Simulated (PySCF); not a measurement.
**Potential energy of BeP along the bond**

Set-up: basis Be def2-TZVP, P def2-TZVP; no relativity; PySCF 2.14. Energies in eV from Be + P in their ground configurations at the same level. All curves are PBE0. state 1: ⁴Σ⁻ (quartet), unpaired electrons σ ↑, π ↑↑; state 2: Ms = 0.5 determinant of mixed spin (⟨S²⟩ near 1.8), unpaired electrons σ ↓, π ↑↑, a second solution, started from another occupation; state 3: ²Π (doublet), unpaired electrons π ↑, a second solution, started from another occupation; state 4: Ms = 0.5 determinant of mixed spin (⟨S²⟩ near 1.8), unpaired electrons σ ↑, π ↑↓, a mixture of terms (⟨Lz²⟩ = 2.0), a second solution, started from another occupation.

| R (Å) | state 1 | state 2 | state 3 | state 4 |
| --- | --- | --- | --- | --- |
| 1.785 | -1.012 | -0.876 | -1.200 | -0.643 |
| 1.868 | -1.352 | -1.225 | -1.321 | -0.987 |
| 1.951 | -1.540 | -1.419 | -1.311 | -1.177 |
| 2.014 | -1.606 | -1.489 | -1.246 | -1.244 |
| 2.076 | -1.624 | -1.507 | -1.146 | -1.262 |
| 2.138 | -1.604 | -1.487 | -1.022 | -1.240 |
| 2.221 | -1.535 | -1.414 | -0.831 | -1.167 |
| 2.325 | -1.402 | -1.270 | -0.572 | -1.026 |
| 2.450 | -1.207 | -1.053 | -0.250 | -0.815 |
| 2.616 | -0.933 | -0.732 | 0.165 | -0.511 |

Problem. Put a parabola through the three lowest points of the state 1 curve and estimate Re, k and ωe (reduced mass 6.981 u; 1 eV/Å² = 0.16022 mdyn/Å; ωe = 1302.8·√(k/μ) cm⁻¹).

Solution. Through R = 2.014, 2.076, 2.138 Å the second-order coefficient is 4.94 eV/Å², so Re ≈ 2.074 Å, k ≈ 1.58 mdyn/Å and ωe ≈ 621 cm⁻¹. A polynomial fit of higher order to the unrounded PBE0 energies gives Re = 2.072 Å, k = 1.57 mdyn/Å, ωe = 618 cm⁻¹; anharmonicity and rounding make the difference.

The higher-order fit for each curve: state 1: Re = 2.072 Å, ωe = 618 cm⁻¹, De = 1.62 eV; state 2: Re = 2.072 Å, ωe = 632 cm⁻¹, minimum 1.51 eV below the ground-state fragments; state 3: Re = 1.901 Å, ωe = 786 cm⁻¹, minimum 1.33 eV below the ground-state fragments; state 4: Re = 2.070 Å, ωe = 629 cm⁻¹, minimum 1.26 eV below the ground-state fragments.

⟨S²⟩ of the unrestricted solution departs from its pure value on part of the curve, where spin states mix. The state was picked by a PBE0 search and need not be the measured ground state.
